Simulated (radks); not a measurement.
Q: Calculated with a radial shooting solver on a logarithmic mesh with Libxc functionals: scalar-relativistic Kohn-Sham, LDA (Slater exchange, Perdew-Wang correlation), spin-polarised, spherical densities, finite nucleus; open shells are filled with parallel spins first; Fermi nuclear charge, rms radius of each element as measured or else 0.836 A^(1/3) + 0.57 fm. Response by self-consistent Sternheimer equations with the Hartree and adiabatic LDA kernel, the relativistic mass of each level held fixed and spin-orbit coupling left out. Rank P4+, Si3+, Al2+, Ar7+, S5+, Cl6+, Mg+, K8+ (NIST ground configurations) by static dipole polarisability, largest first.

A: Mg+ 30.35, Al2+ 12.49, Si3+ 6.556, P4+ 3.923, S5+ 2.552, Cl6+ 1.759, Ar7+ 1.266, K8+ 0.9421 bohr^3.
